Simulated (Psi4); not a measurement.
Be (SMILES [Be+]), charge +1, doublet; SVWN/6-31G** (Psi4).

Psi4 was given this input:
```
memory 2 GB

molecule mol {
1 2
  Be    0.000000    0.000000    0.000000
}

set basis 6-31g**
set reference uks
set e_convergence 1e-8

energy('svwn')
print_variables()
```

What the program printed (banner, timings and long lists left out):

```
   => Loading Basis Set <=

    Name: 6-31G**
    Role: ORBITAL
    Keyword: BASIS

         ---------------------------------------------------------
                                   SCF
               by Justin Turney, Rob Parrish, Andy Simmonett
                          and Daniel G. A. Smith
                              UKS Reference
         ---------------------------------------------------------

  ==> Geometry <==

    Molecular point group: d2h
    Geometry (in Angstrom), charge = 1, multiplicity = 2:

       Center              X                  Y                   Z               Mass
    ------------   -----------------  -----------------  -----------------  -----------------
         BE           0.000000000000     0.000000000000     0.000000000000     9.012183065000

  Running in d2h symmetry.

  Rotational constants: A = ************  B = ************  C = ************ [cm^-1]
  Rotational constants: A = ************  B = ************  C = ************ [MHz]
  Nuclear repulsion =    0.000000000000000

  Charge       = 1
  Multiplicity = 2
  Electrons    = 3
  Nalpha       = 2
  Nbeta        = 1

  ==> Algorithm <==

  SCF Algorithm Type is DF.
  DIIS enabled.
  MOM disabled.
  Fractional occupation disabled.
  Guess Type is CORE.
  Energy threshold   = 1.00e-08
  Density threshold  = 1.00e-06
  Integral threshold = 1.00e-12

  ==> Primary Basis <==

  Basis Set: 6-31G**
    Blend: 6-31G**
    Number of shells: 6
    Number of basis functions: 15
    Number of Cartesian functions: 15
    Spherical Harmonics?: false
    Max angular momentum: 2

  ==> DFT Potential <==

   => LibXC <=

    Version 7.1.2
    S. Lehtola, C. Steigemann, M. J. T. Oliveira, and M. A. L. Marques,  SoftwareX 7, 1–5 (2018) (10.1016/j.softx.2017.11.002)

   => Composite Functional: SVWN <=

    Slater exchange
    Vosko, Wilk & Nusair (VWN5_RPA)
    P. A. M. Dirac,  Math. Proc. Cambridge Philos. Soc. 26, 376 (1930) (10.1017/S0305004100016108)
    F. Bloch,  Z. Phys. 57, 545 (1929) (10.1007/BF01340281)
    S. H. Vosko, L. Wilk, and M. Nusair,  Can. J. Phys. 58, 1200 (1980) (10.1139/p80-159)

    Deriv               =              1
    GGA                 =          FALSE
    Meta                =          FALSE

    Exchange Hybrid     =          FALSE
    MP2 Hybrid          =          FALSE

   => Exchange Functionals <=

    1.0000         XC_LDA_X

   => Correlation Functionals <=

    1.0000   XC_LDA_C_VWN_RPA

   => LibXC Density Thresholds  <==

    XC_LDA_C_VWN_RPA:  1.00E-15
    XC_LDA_X:  1.00E-15

   => Molecular Quadrature <=

    Radial Scheme          =       TREUTLER
    Pruning Scheme         =           NONE
    Nuclear Scheme         =       TREUTLER

    Blocking Scheme        =         OCTREE
    BS radius alpha        =              1
    Pruning alpha          =              1
    Radial Points          =             75
    Spherical Points       =            302
    Total Points           =          20838
    Total Blocks           =            222
    Max Points             =            256
    Max Functions          =             15
    Weights Tolerance      =       1.00E-15

   => Loading Basis Set <=

    Name: (6-31G** AUX)
    Role: JKFIT
    Keyword: DF_BASIS_SCF

  ==> Integral Setup <==

  SCF_SUBTYPE=INCORE selected. In-core MEM_DF algorithm will be used.
  Using in-core AOs.

  ==> MemDFJK: Density-Fitted J/K Matrices <==

    J tasked:                   Yes
    K tasked:                    No
    wK tasked:                   No
    Algorithm:                 Core
    Schwarz Cutoff:           1E-12
    Mask sparsity (%):       0.0000
    Fitting Condition:        1E-10

   => Auxiliary Basis Set <=

  Basis Set: (6-31G** AUX)
    Blend: DEF2-UNIVERSAL-JKFIT
    Number of shells: 17
    Number of basis functions: 60
    Number of Cartesian functions: 60
    Spherical Harmonics?: false
    Max angular momentum: 3

  Minimum eigenvalue in the overlap matrix is 1.3627612193E-02.
  Reciprocal condition number of the overlap matrix is 3.9128203139E-03.
    Using symmetric orthogonalization.

  ==> Pre-Iterations <==

  SCF Guess: Core (One-Electron) Hamiltonian.

   -------------------------------------------------------
    Irrep   Nso     Nmo     Nalpha   Nbeta   Ndocc  Nsocc
   -------------------------------------------------------
     Ag         6       6       2       1       1       1
     B1g        1       1       0       0       0       0
     B2g        1       1       0       0       0       0
     B3g        1       1       0       0       0       0
     Au         0       0       0       0       0       0
     B1u        2       2       0       0       0       0
     B2u        2       2       0       0       0       0
     B3u        2       2       0       0       0       0
   -------------------------------------------------------
    Total      15      15       2       1       1       1
   -------------------------------------------------------

  ==> Iterations <==

                           Total Energy        Delta E     RMS |[F,P]|

   @DF-UKS iter   1:   -13.92316754314474   -1.39232e+01   1.18100e-01 ADIIS
   @DF-UKS iter   2:   -14.16836189137092   -2.45194e-01   1.49233e-02 DIIS/ADIIS
   @DF-UKS iter   3:   -14.17040013561116   -2.03824e-03   3.07973e-04 DIIS/ADIIS
   @DF-UKS iter   4:   -14.17040130265793   -1.16705e-06   2.86906e-06 DIIS
   @DF-UKS iter   5:   -14.17040130275969   -1.01760e-10   5.43470e-08 DIIS
  Energy and wave function converged.

  ==> Post-Iterations <==

   Electrons on quadrature grid:
      Nalpha   =    2.0000000000 ; deviation = -4.819e-12
      Nbeta    =    1.0000000000 ; deviation = -4.576e-12
      Ntotal   =    3.0000000000 ; deviation = -9.395e-12

   @Spin Contamination Metric:   2.388608321E-06
   @S^2 Expected:                7.500000000E-01
   @S^2 Observed:                7.500023886E-01
   @S   Expected:                5.000000000E-01
   @S   Observed:                5.000000000E-01

    Orbital Energies [Eh]
    ---------------------

    Alpha Occupied:

       1Ag    -4.297047     2Ag    -0.543172

    Alpha Virtual:

       1B1u   -0.399256     1B3u   -0.399256     1B2u   -0.399256
       2B1u   -0.028717     2B2u   -0.028717     2B3u   -0.028717
       3Ag     0.009099     4Ag     0.439785     1B3g    0.439785
       5Ag     0.439785     1B2g    0.439785     1B1g    0.439785
       6Ag     2.106488

    Beta Occupied:

       1Ag    -4.279821

    Beta Virtual:

       2Ag    -0.443869     1B1u   -0.306362     1B3u   -0.306362
       1B2u   -0.306362     2B1u    0.015765     2B2u    0.015765
       2B3u    0.015765     3Ag     0.062915     4Ag     0.558536
       5Ag     0.558536     1B3g    0.558536     1B2g    0.558536
       1B1g    0.558536     6Ag     2.179487

    Final Occupation by Irrep:
             Ag   B1g   B2g   B3g    Au   B1u   B2u   B3u
    DOCC [     1,    0,    0,    0,    0,    0,    0,    0 ]
    SOCC [     1,    0,    0,    0,    0,    0,    0,    0 ]
    NA   [     2,    0,    0,    0,    0,    0,    0,    0 ]
    NB   [     1,    0,    0,    0,    0,    0,    0,    0 ]

  @DF-UKS Final Energy:   -14.17040130275969

   => Energetics <=

    Nuclear Repulsion Energy =              0.0000000000000000
    One-Electron Energy =                 -17.5814719616169484
    Two-Electron Energy =                   5.7883614815012656
    DFT Exchange-Correlation Energy =      -2.3772908226440053
    Empirical Dispersion Energy =           0.0000000000000000
    VV10 Nonlocal Energy =                  0.0000000000000000
    Total Energy =                        -14.1704013027596876

  UHF NO Occupations:
  HONO-1 :    1 Ag 1.9999988
  HONO-0 :    2 Ag 1.0000000
  LUNO+0 :    3 Ag 0.0000012
  LUNO+1 :    2B3u 0.0000000
  LUNO+2 :    1B3u 0.0000000
  LUNO+3 :    2B2u 0.0000000

Computation Completed

Properties will be evaluated at   0.000000,   0.000000,   0.000000 [a0]

Properties computed using the SCF density matrix

 Multipole Moments:

 ------------------------------------------------------------------------------------
     Multipole            Electronic (a.u.)      Nuclear  (a.u.)        Total (a.u.)
 ------------------------------------------------------------------------------------

 L = 1.  Multiply by 2.5417464519 to convert [e a0] to [Debye]
 Dipole X            :          0.0000000            0.0000000            0.0000000
 Dipole Y            :          0.0000000            0.0000000            0.0000000
 Dipole Z            :          0.0000000            0.0000000            0.0000000
 Magnitude           :                                                    0.0000000

 ------------------------------------------------------------------------------------

  Variable Map:
  ----------------------------------------------------------------------------
  "CURRENT ENERGY"              =>     -14.170401302760
  "CURRENT REFERENCE ENERGY"    =>     -14.170401302760
  "DD SOLVATION ENERGY"         =>       0.000000000000
  "DFT FUNCTIONAL TOTAL ENERGY" =>     -14.170401302760
  "DFT TOTAL ENERGY"            =>     -14.170401302760
  "DFT VV10 ENERGY"             =>       0.000000000000
  "DFT XC ENERGY"               =>      -2.377290822644
  "GRID ELECTRONS ALPHA"        =>       1.999999999995
  "GRID ELECTRONS BETA"         =>       0.999999999995
  "GRID ELECTRONS TOTAL"        =>       2.999999999991
  "NUCLEAR REPULSION ENERGY"    =>       0.000000000000
  "ONE-ELECTRON ENERGY"         =>     -17.581471961617
  "PCM POLARIZATION ENERGY"     =>       0.000000000000
  "PE ENERGY"                   =>       0.000000000000
  "SCF ITERATION ENERGY"        =>     -14.170401302760
  "SCF ITERATIONS"              =>       5.000000000000
  "SCF TOTAL ENERGY"            =>     -14.170401302760
  "TWO-ELECTRON ENERGY"         =>       5.788361481501
  "XC GRID RADIAL POINTS"       =>      75.000000000000
  "XC GRID SPHERICAL POINTS"    =>     302.000000000000
  "XC GRID TOTAL POINTS"        =>   20838.000000000000

  Array Variable Map:
  ----------------------------------------------------------------------------
  "CURRENT DIPOLE"              =>       0.000000000000 ... 0.000000000000 1 by 3
  "SCF DIPOLE"                  =>       0.000000000000 ... 0.000000000000 1 by 3
  "SCF TOTAL ENERGIES"          =>     -13.923167543145 ... -14.170401302760 1 by 5
```
